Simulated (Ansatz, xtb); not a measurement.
A geometry optimisation of CH7BO4 with r2SCAN-D4/def2-SVP

The starting geometry of this gas-phase singlet was built from a drawn formula by distance geometry; its bonds are those of `C[OH+][B-](O)(O)O`.

```xyz
13

C     0.6646   -1.3183    0.7440
B    -0.5788    0.4928   -0.4376
O     0.7412   -0.2617   -0.2465
O    -1.5290   -0.4165   -0.8990
O    -0.3634    1.5438   -1.4598
O    -0.9897    1.1220    0.8490
H     1.6154   -1.7993    0.8380
H    -0.0910   -2.0228    0.4186
H     0.3574   -0.8481    1.7778
H     1.4053    0.3899    0.1438
H    -1.2797   -0.8152   -1.7237
H     0.3900    2.1413   -1.1063
H    -0.3219    1.7572    1.1165
```

Question: Predict what becomes of its bonds when it is optimised with r2SCAN-D4/def2-SVP.

Answer: It loosens into BH3O3 + CH4O, which stay close as a complex. Contacts that open: B2–O3 (1.53 → 2.64 Å).

The energy falls by 1.45 eV over 17 steps:

```json
{"step": "1", "E − E(last) (eV)": "1.451"}
{"step": "3", "E − E(last) (eV)": "0.478"}
{"step": "5", "E − E(last) (eV)": "0.126"}
{"step": "6", "E − E(last) (eV)": "0.071"}
{"step": "8", "E − E(last) (eV)": "0.010"}
{"step": "10", "E − E(last) (eV)": "0.001"}
{"step": "12", "E − E(last) (eV)": "0.000"}
{"step": "13", "E − E(last) (eV)": "0.000"}
{"step": "15", "E − E(last) (eV)": "0.000"}
{"step": "17", "E − E(last) (eV)": "0.000"}
```

Final geometry (Å):

```xyz
13

C     0.8429   -1.4213    0.8779
B    -0.9940    0.8013   -0.5541
O     1.2516   -0.5238   -0.1370
O    -1.5635   -0.3736   -0.9531
O    -0.4579    1.6322   -1.5155
O    -1.1171    1.1182    0.7775
H     1.5508   -2.2637    1.0010
H    -0.1327   -1.8195    0.5683
H     0.7029   -0.9221    1.8548
H     2.0829   -0.1199    0.1412
H    -1.3588   -0.5402   -1.8805
H    -0.0091    2.4079   -1.1657
H    -0.7775    1.9897    0.9999
```

From the same start GFN2-xTB reaches the same bonding as this run.

No frequencies were run, so the end isn't proven a minimum. Run with Ansatz 0.2.0, 51 s on 2 threads of Arm Neoverse V1, with other jobs on the host.
